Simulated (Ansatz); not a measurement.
`F[Si](Cl)(Br)Br`, relaxed with RKS PBE-D4/def2-SVP in the Gaussian-basis code of Ansatz from a rough embedded geometry. The force threshold is 0.03 eV/Å; the program also tests the step.

Charge 0, multiplicity 1.

Start:

```xyz
5

F     1.671    0.141   -0.536
Si    0.088    0.055   -0.031
Cl   -0.813    1.910   -0.103
Br    0.055   -0.738    2.000
Br   -1.002   -1.368   -1.331
```

```csv
step,energy (eV),largest force (eV/Å),largest move (Å)
1,-163157.2561,0.870,0.000
2,-163157.2933,0.605,0.076
3,-163157.3061,0.316,0.019
4,-163157.3099,0.011,0.010
```

End:

```xyz
5

F     1.609    0.157   -0.532
Si    0.072    0.030   -0.028
Cl   -0.773    1.896   -0.111
Br    0.080   -0.724    2.044
Br   -0.987   -1.359   -1.374
```

It took 6 s on 4 threads of a server CPU on a shared host, with 0.18 GiB of host memory at the peak.
